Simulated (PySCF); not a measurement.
**Ionisation energy of Al²⁺ by level of theory**

Al²⁺ [Ne] 3s1 [3s1/2^1, M_J = 1/2] → Al³⁺ [Ne], as a difference of total energies. All numbers are calculated (PySCF 2.14, the two-component X2C-1e Hamiltonian, in x2c-TZVPPall-2c (5s6p3d1f, 45 functions)). Correlated levels: [Ne] frozen; the 6 highest virtual spinors dropped. "Screened" scales the spin-orbit matrix elements by Boettger's factors to mimic the two-electron term; Breit and QED terms are absent.

```tsv
method	ionisation energy (eV)	error (eV)
GHF (screened spin-orbit)	28.070	-0.378
GMP2 (screened spin-orbit)	28.070	-0.378
GCCSD (screened spin-orbit)	28.070	-0.378
GCCSD(T) (screened spin-orbit)	28.070	-0.378
```

Reference: 28.448 eV (measured; NIST Atomic Spectra Database, ionization energies).

Errors of the correlated levels include the incompleteness of this basis and the frozen core.
